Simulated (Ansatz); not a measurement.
Cartesian coordinates in Å:
```
O 0.7320 1.6399 0.5043
C 0.9319 0.3983 -0.0509
F 1.7798 -0.3556 0.7549
Sn -0.9116 -0.7556 -0.3426
H 0.1823 1.5611 1.2905
H 1.4610 0.5675 -0.9909
H -1.8560 -0.4498 1.0518
H -1.7330 -0.1854 -1.7250
H -0.5863 -2.4205 -0.4920
```

Total charge 0; spin multiplicity 1. Sn takes the def2 core potential.

Q: List the PBE/def2-TZVPP orbital energies in eV (the Gaussian-basis code of Ansatz). (Best estimate.)

A: The calculation gave: Occupied: -659.84, -511.17, -272.32, -133.17, -89.10, -89.09, -89.08, -30.09, -26.49, -25.58, -25.57, -25.54, -25.46, -25.45, -16.96, -13.81, -13.02, -12.33, -10.90, -9.97, -8.96, -8.27, -8.07, -7.82, -6.31. Lowest empty: -0.81, -0.44, -0.19, 0.02, 0.87, 1.27, 1.78, 2.12.
